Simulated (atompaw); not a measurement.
## Varying the PAW (atompaw) potential for lead (Pb)

Base potential:

- Element: lead (Pb)
- Generator: atompaw 4.2.0.5
- Type: PAW
- Functional: PBE
- Relativity: scalar-relativistic
- Frozen core: [Xe] 4f14 5d10
- Valence charge: 4
- Reference configuration: 6s1 6p3
- Partial waves: 6s (bound): rc 2.40 bohr; 6s channel at 0.35 Ry: rc 2.20 bohr; 6p (bound): rc 2.40 bohr; 6p channel at 1.1 Ry: rc 2.15 bohr; 6d channel at 0.1 Ry: rc 2.40 bohr; 6d channel at 1.5 Ry: rc 2.40 bohr
- Local potential: ultrasoft scheme with l = 3 at 0.5 Ry, radius 2.20 bohr
- Core correction: smooth core density matched at 1.75 bohr
- Augmentation charge: gaussian compensation charge, radius 2.15 bohr; PAW radius 2.40 bohr; waves and projectors: custom polynom2 7 10 vanderbiltortho

Cutoffs, loose and tight: the cutoffs (Ry, on a coarse ladder) from which the occupation-weighted sum of valence levels, in a spherical-Bessel basis at the reference potential, stays within 10 and 1 mRy of its value at 400 Ry. They see the waves, projectors and local potential, not the compensation charge or the core. A dash means not determined.

A true bound ghost makes a file unfit for plane-wave use even where its test errors are small: the radial tests pick states by their node count and pass the ghost by.

```csv
change,outcome,"cutoff, loose","cutoff, tight",bound ghosts
base,generated,10 Ry,12 Ry,d
"augmentation gaussian compensation charge, radius 1.40 bohr; PAW radius 2.40 bohr; waves and projectors: custom polynom2 7 10 vanderbiltortho",generated,10 Ry,12 Ry,d
wave 6d channel at 1.5 Ry: rc 2.40 bohr becomes 6d channel at 1.5 Ry: rc 1.42 bohr,generated,10 Ry,12 Ry,d
functional LDA (PW92),generated,10 Ry,12 Ry,d
reference 6s2 6p1.75,generated,8 Ry,12 Ry,d
wave 6d channel at 0.1 Ry: rc 2.40 bohr becomes 6d channel at 0.1 Ry: rc 1.24 bohr,failed: atompaw: The overlap operator has at least one negative eigenvalue!,–,–,–
"all radii scaled by about 0.77 (s 1.84, p 1.84, d 1.84 bohr); local potential ultrasoft scheme with l = 3 at 0.5 Ry, radius 1.68 bohr; augmentation gaussian compensation charge, radius 1.64 bohr; PAW radius 1.84 bohr; waves and projectors: custom polynom2 7 10 vanderbiltortho; core correction smooth core density matched at 1.34 bohr",generated,18 Ry,21 Ry,"s, p, d"
wave 6p channel at 1.1 Ry: rc 2.15 bohr becomes 6p channel at 4.99 Ry: rc 2.15 bohr,generated,8 Ry,12 Ry,d
removed wave 6d channel at 1.5 Ry: rc 2.40 bohr,generated,10 Ry,12 Ry,none
core correction smooth core density matched at 2.10 bohr,generated,10 Ry,12 Ry,d
"augmentation sinc compensation charge, radius 2.15 bohr; PAW radius 2.40 bohr; waves and projectors: custom polynom2 7 10 vanderbiltortho",generated,10 Ry,12 Ry,d
```

**Question.** What comes out with this change to the base: local potential vpsmatchnc scheme with l = 3 at 0.5 Ry, radius 2.20 bohr?

**Answer.** outcome: generated; cutoff, loose: 8 Ry; cutoff, tight: 15 Ry; bound ghosts: s, d, p.
